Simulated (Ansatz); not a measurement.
Compare A (`F[CH2][AlH][I]`) with its isomer B (`[CH3][Al]([F])[I]`).

Computed with Ansatz on PBE0-D4/def2-TZVP structures; ΔE is electronic, products minus reactants. CCSD(T)/CBS is the MP2 limit (def2-TZVPP, def2-QZVPP) plus CCSD(T) − MP2 in def2-TZVPP, frozen cores. DFT in def2-TZVPP. Elements past krypton have def2 core potentials. For I outer-core shells are correlated without core-valence functions, which leaves a few kJ/mol of doubt a bond. Each species was taken in one conformer, which may not be the lowest.

A:

```xyz
7

F    -1.5800    0.8137    0.6104
C    -0.3382    0.8962   -0.0091
Al    0.5935   -0.8442   -0.1274
I    -0.4771   -2.8601    0.7990
H     0.2711    1.6240    0.5443
H    -0.4843    1.3254   -1.0098
H     2.0150   -0.9551   -0.8075
```

B:

```xyz
7

C    -0.247    0.941    0.108
Al    0.395   -0.865   -0.111
F     2.008   -1.158   -0.254
I    -1.065   -2.848   -0.196
H    -1.335    0.980    0.183
H     0.180    1.390    1.009
H     0.065    1.560   -0.739
```

(1) Which is lower in electronic energy at CCSD(T)/CBS, and by how much? (Estimate.)

(2) Give E(B) − E(A) in kcal/mol with LDA (SPW92), CCSD(T)/def2-TZVPP, ωB97M-V, HF/def2-TZVPP, CCSD/def2-TZVPP, B2PLYP, BLYP-D4. (An estimate is asked.)

Largest T1 diagnostic: 0.010.

Results:

(1) Ansatz gave: B, by 75.9 kcal/mol.

(2) Ansatz gave: LDA (SPW92) -71.4, CCSD(T)/def2-TZVPP -75.0, ωB97M-V -73.6, HF/def2-TZVPP -73.1, CCSD/def2-TZVPP -75.0, B2PLYP -75.0, BLYP-D4 -71.6. None reverses the order clearly.

In def2-TZVPP, CCSD(T) changes the Hartree–Fock value by −1.9 kcal/mol (the triples alone add +0.0 kcal/mol) and MP2 by −5.3 kcal/mol. At CCSD(T), def2-SVP lies +2.7 kcal/mol from the extrapolated value and def2-TZVPP +0.9 kcal/mol.
